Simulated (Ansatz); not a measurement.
`FC(F)([SiH3])[SiH3]` + H₂O → `OC(F)([SiH3])[SiH3]` + H–F at 600 K and 1 bar (formal hydrolysis of a C–F bond).

Calculated with Ansatz (gas phase, PBE0-D4/def2-TZVP geometries, no zero-point term in ΔE). CCSD(T)/CBS is the MP2 limit (def2-TZVPP, def2-QZVPP) plus CCSD(T) − MP2 in def2-TZVPP, frozen cores. This one scheme is used for every species. Each species was taken in one conformer, which may not be the lowest.

| species | CCSD(T)/CBS energy (Eh) | H − E (kJ/mol) | S (J/(mol·K)) |
| --- | --- | --- | --- |
| `FC(F)([SiH3])[SiH3]` | -819.36254 | 229.4 | 464.2 |
| H₂O | -76.37941 | 76.8 | 212.8 |
| `OC(F)([SiH3])[SiH3]` | -795.35056 | 265.7 | 477.7 |
| H–F | -100.39570 | 42.3 | 194.0 |

H − E and S are ideal-gas, rigid-rotor, harmonic terms from PBE0-D4/def2-TZVP, for one conformer and one mirror image of each species. 1 Eh = 2625.50 kJ/mol, R = 8.31446 J/(mol·K).

Question: By hand: ΔE, ΔH, ΔS and ΔG.

Answer: ΔE = (-795.35056) + (-100.39570) − (-819.36254) − (-76.37941) = -0.00431 Eh = -11.3 kJ/mol. Δ(H − E) = 265.7 + 42.3 − 229.4 − 76.8 = 1.8, so ΔH = -9.5 kJ/mol. ΔS = 477.7 + 194.0 − 464.2 − 212.8 = -5.3 J/(mol·K). ΔG = -9.5 − 600 × (-5.3)/1000 = -6.3 kJ/mol.

Question: By hand: the equilibrium constant, and the temperature at which ΔG would vanish if ΔH and ΔS stayed fixed.

Answer: log₁₀ K = −ΔG/(RT ln 10) = 0.5. ΔG = 0 at ΔH/ΔS = 1792 K, though so small a ΔH makes that figure unsure.

TΔS isn't small against ΔH here. A doubt of 5 kJ/mol in ΔE shifts log₁₀ K by 0.4 here. Other conformers and mirror images would add mixing entropy, several J/(mol·K) or more a flexible species. These are equilibria of isolated gas molecules and say nothing of rates. Largest T1 diagnostic: 0.013 (customary marks: 0.02 for closed shells, 0.045 for open ones).
